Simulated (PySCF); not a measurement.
Radial density of P⁺ (phosphorus, charge +1)

UHF, [Ne] 3s1 3p3, high-spin 5S determinant (an excited configuration). Computed with PySCF 2.14 in aug-cc-pV(T+d)Z (6s5p4d2f, 55 functions), with the non-relativistic Hamiltonian (point nucleus).

```
r (bohr)  4πr²ρ (e/bohr)  4πr²(ρα − ρβ)
 0.00136         0.04893         0.0001
 0.00229          0.1345         0.0004
 0.00386          0.3632         0.0011
 0.00649          0.9493         0.0029
  0.0109           2.354         0.0072
  0.0184           5.330         0.0162
  0.0309           10.39         0.0315
  0.0519           15.82         0.0488
  0.0873           16.38         0.0657
   0.147           11.58         0.1491
   0.247           12.83         0.3917
   0.416           15.67         0.3381
   0.699           6.771         0.0138
    1.18           2.081         1.4858
    1.98           2.112         2.1075
    3.33          0.4250         0.4250
    5.60        0.009922         0.0099
    9.41       2.265e-05         0.0000
```
